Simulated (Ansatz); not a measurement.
Reactions of AlBrH$_{3}$NSi, SMILES `[Br][Al]1[NH][SiH2]1`.

Gas-phase electronic energies from Ansatz, PBE0-D4/def2-TZVP geometries. CCSD(T)/CBS adds triple-zeta CCSD(T) − MP2 to the extrapolated MP2 energy (def2 sets, frozen cores). This one scheme is used for every species, atoms too. DFT in def2-TZVPP. Open shells (•) are unrestricted, without spin–orbit coupling. Spin–orbit coupling would lower the free atoms: a little for Al, Si; clearly for Br. Bonds to Br are less sure, by a few kJ/mol each and by 10 to 20 or more in all where they break to atoms, as the def2 sets lack core-valence functions. Scalar relativity is left out up to krypton. One conformer a species, not always the lowest.

```json
{"reaction": "`[Br][Al]1[NH][SiH2]1` + NH₃ → `[NH2][Al]1[NH][SiH2]1` + HBr", "CCSD(T)/CBS(def2) (eV)": "0.84"}
{"reaction": "`[Br][Al]1[NH][SiH2]1` → Al• + Br• + 3 H• + N• + Si•", "CCSD(T)/CBS(def2) (eV)": "?"}
{"reaction": "`[Br][Al]1[NH][SiH2]1` + H–F → `[F][Al]1[NH][SiH2]1` + HBr", "CCSD(T)/CBS(def2) (eV)": "-0.12"}
{"reaction": "`[Br][Al]1[NH][SiH2]1` + H₂ → `[NH]1[AlH][SiH2]1` + HBr", "CCSD(T)/CBS(def2) (eV)": "1.49"}
```

Fill in the missing values. (An estimate is asked.)

Ansatz gave: `[Br][Al]1[NH][SiH2]1` → Al• + Br• + 3 H• + N• + Si•: +22.07 eV.

Largest T1 diagnostic: 0.018, for Al•.
